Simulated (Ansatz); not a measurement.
Cost and result up the ladder for B(NH3)Et3 (C₆H₁₈BN) (26 atoms). Charge 0, multiplicity 1. Geometry: PBE-D4/def2-SVP.

Cartesian coordinates in Å:
```
B 0.0839 0.0135 -0.0554
N -1.3022 -0.2098 0.8516
H -2.1449 -0.0949 0.2692
H -1.3509 0.4736 1.6218
H -1.3242 -1.1552 1.2621
C 1.3078 -0.4583 0.9230
C 1.3327 -1.9365 1.3363
H 1.3407 0.1711 1.8443
H 2.2588 -0.2197 0.3939
H 2.1667 -2.1845 2.0272
H 0.4017 -2.2495 1.8683
H 1.4262 -2.6099 0.4590
C 0.1039 1.6116 -0.4071
C 0.2453 2.5785 0.7768
H -0.8006 1.8970 -0.9959
H 0.9523 1.7806 -1.1092
H 0.2155 3.6475 0.4755
H -0.5708 2.4578 1.5300
H 1.1964 2.4222 1.3273
C -0.1118 -0.9435 -1.3682
C -1.2698 -0.5929 -2.3129
H -0.2088 -2.0135 -1.0654
H 0.8416 -0.9068 -1.9435
H -1.3702 -1.2994 -3.1644
H -2.2614 -0.6025 -1.7989
H -1.1580 0.4233 -2.7451
```

Ansatz on 4 threads of Arm Neoverse V2 on a shared host. Times are rough, and most runs start from the orbitals of an earlier one. CAM-B3LYP-D4/def2-TZVP serves as the yardstick here, not as an exact answer. Differences are given only for rows in sets of like size (and for xTB, whose basis is part of the method), since another set adds its own error. Binding counts from free atoms at the same level (B doublet, N quartet, H doublet, C triplet; other spins of the atoms weren't run), without zero-point energy or a counterpoise term.

LC-ωPBE has ω = 0.4 bohr⁻¹. B3LYP takes the VWN-RPA correlation. Correlated methods freeze 8 core orbitals. The rows differ in basis, and correlated rows in double-zeta sets carry the largest basis error.

Correlated methods converge slowly with the basis, most of all in double-zeta sets.

```csv
level,functions,wall time,binding energy per atom (eV),difference from CAM-B3LYP-D4/def2-TZVP (eV)
HF/STO-3G,58,0.3 s,3.80,–
HF/6-31G,108,0.75 s,2.90,–
B3LYP-D4/6-31G,108,2 s,3.95,–
PBE-D4/def2-SVP,202,2.8 s,4.09,–
PBE0-D4/def2-SVP,202,3.8 s,4.05,–
PBE-D4/def2-TZVP,356,5 s,4.05,0.05
BLYP-D4/def2-TZVP,356,5.5 s,3.97,-0.04
LC-ωPBE/def2-TZVP,356,6.5 s,3.97,-0.03
PBE0-D4/def2-TZVP,356,9 s,4.01,0.00
r2SCAN-D4/def2-TZVP,356,9.5 s,3.99,-0.02
MP2/def2-TZVP,356,10 s,3.87,-0.13
CAM-B3LYP-D4/def2-TZVP (with forces),356,15 s,4.00,0.00
CCSD(T)/def2-SVP,202,3.1 min,3.84,–
```
